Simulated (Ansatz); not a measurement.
The cluster K2H2⁺, relaxed as a doublet with UKS PBE-D4/def2-TZVP in Ansatz, starting from the GFN1-xTB geometry. Force threshold 0.02 eV/Å.

The structure comes from a short search, and lower isomers may exist.

Start:

Cartesian coordinates in Å:
```
K -0.235 -0.153 -0.097
K -1.627 -2.356 -2.968
H 1.234 1.181 1.300
H 0.628 1.328 1.765
```

**Question.** Estimate the energy that the relaxation releases and the steps that it takes.

**Answer.** 0.45 eV, in 10 steps; 13 s on 4 threads of Arm Neoverse V2 on a shared host. No frequencies were taken in this run, so the end may be a saddle point.

**Question.** Does the start keep its bonding?

**Answer.** Bonds lost: K1–H3, K1–H4 (atoms count from 1). Metal–metal contacts that move far: K1–K2 3.88 to 5.06 Å. The end holds 2 separate pieces.

**Question.** Predict the relaxed structure.

**Answer.** 
Cartesian coordinates in Å:
```
K -0.367 -0.230 -0.154
K -2.140 -3.108 -3.916
H 1.578 1.632 1.846
H 0.930 1.706 2.224
```
Bond lengths (bridged metal pairs left out): .
